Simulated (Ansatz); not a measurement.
Species: CHO2, SMILES `O=[C]O` (O–C–O–H torsion 0°) (charge 0, multiplicity 2), formula CHO2.

Question: How many basis functions does frozen-core CCSD(T)/cc-pVTZ // PBE0-D4/def2-TZVP (Ansatz, an electronic-structure program) use, how many core orbitals are frozen, and how many electrons are correlated?

Answer: 104 basis functions and 3 frozen orbitals, which leaves 17 correlated electrons. Core time is of the order of seconds.
